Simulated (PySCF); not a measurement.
Tetraphosphorus trisulfide, P4S3.
Geometry (GFN2-xTB, Å), atoms numbered from 1 in this order:
```xyz
7
P4S3 angstrom
S      0.655    1.842   -0.452
P      1.740    0.013   -0.275
S      0.997   -0.616    1.624
P     -1.108   -0.440    1.407
P     -1.345    1.267   -0.035
P     -1.446   -0.852   -0.776
S      0.510   -1.209   -1.520
```

NICS is the negative of the GIAO shielding at a point without a nucleus: at the ring centre (0) and 1 Å above and below it (1); zz is the component along the ring normal. Level: GIAO PBE0/pcSseg-1 (PySCF, non-relativistic, gas phase) on the GFN2-xTB geometry, one conformer.

Ring bond lengths (Å), with Mayer bond orders in brackets: S1–P2 2.134 (0.93), P2–S3 2.134 (0.93), S3–P4 2.123 (0.96), P4–P5 2.247 (0.86), P5–S1 2.123 (0.96); S1–P2 2.134 (0.93), P2–S7 2.134 (0.93), S7–P6 2.123 (0.96), P6–P5 2.247 (0.86), P5–S1 2.123 (0.96); P4–P5 2.247 (0.86), P5–P6 2.247 (0.86), P6–P4 2.247 (0.86).

Q: Give the NICS values of each ring in ppm.

A: 
```json
{"ring": "S1–P2–S3–P4–P5", "type": "5-membered ring with 3 P and 2 S; bonds drawn aromatic by RDKit's count", "NICS(0)": "-29.3", "NICS(1), two faces": "-31.8 / -16.5", "NICS(1)zz, two faces": "-42.5 / -30.0", "rms pucker (Å)": "0.32", "centre to ring atoms, mean (Å)": "1.78"}
{"ring": "S1–P2–S7–P6–P5", "type": "5-membered ring with 3 P and 2 S; bonds drawn aromatic by RDKit's count", "NICS(0)": "-29.3", "NICS(1), two faces": "-31.8 / -16.5", "NICS(1)zz, two faces": "-42.5 / -30.0", "rms pucker (Å)": "0.32", "centre to ring atoms, mean (Å)": "1.78"}
{"ring": "P4–P5–P6", "type": "3-membered ring with 3 P; bonds drawn aromatic by RDKit's count", "NICS(0)": "-37.2", "NICS(1), two faces": "-32.4 / -11.6", "NICS(1)zz, two faces": "-18.4 / -23.8", "rms pucker (Å)": "0.00", "centre to ring atoms, mean (Å)": "1.30"}
```

Q: What can be read from them?

A: 
- S1–P2–S3–P4–P5: mean NICS(1)zz -36.3 ppm, shielded. P6, outside the ring, lies 1.63 Å from a NICS(1) probe. The ring is puckered (0.32 Å rms). The two faces differ by 12.5 ppm, so no symmetry operation interchanges them. NICS(0) lies 5 ppm below the mean NICS(1).
- S1–P2–S7–P6–P5: mean NICS(1)zz -36.3 ppm, shielded. P4, outside the ring, lies 1.63 Å from a NICS(1) probe. The ring is puckered (0.32 Å rms). The two faces differ by 12.5 ppm, so no symmetry operation interchanges them. NICS(0) lies 5 ppm below the mean NICS(1).
- P4–P5–P6: mean NICS(1)zz -21.1 ppm, shielded. P2, outside the ring, lies 2.08 Å from a NICS(1) probe. The two faces differ by 5.4 ppm, so no symmetry operation interchanges them. NICS(0) lies 15 ppm below the mean NICS(1).

Q: At the first NICS(1) probe listed for ring P4–P5–P6, 1 Å off the ring, what do the in-plane components average?

A: The isotropic value is a third of the trace: (3 × -32.4 − (-18.4))/2 = -39.4 ppm.
